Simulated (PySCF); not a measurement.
BH3N, SMILES [BH]N (connectivity only; charge and spin as stated), charge +1, multiplicity 1. The structure is a stationary point at TPSSh-D3(BJ)/def2-TZVP. The multiplicity is an assumed one; other spin states were not compared. The isomer is the one that the SMILES or the coordinates give; other isomers of the formula were not compared.

TDDFT-PBE/def2-TZVPD in PySCF puts the lowest singlet excitations at 5.56, 8.75, 8.89, 9.53, 10.68, 11.39 eV.

Task: What are the lowest excitation roots from ADC(2)/aug-cc-pVDZ (PySCF)? (The exact figures need the calculation; the answer reports its results.)

Result: 5.88, 9.08, 9.74, 9.93, 11.66, 11.78 eV. S1 differs by 0.32 eV (second minus first; roots are paired by order, and the bases may differ).
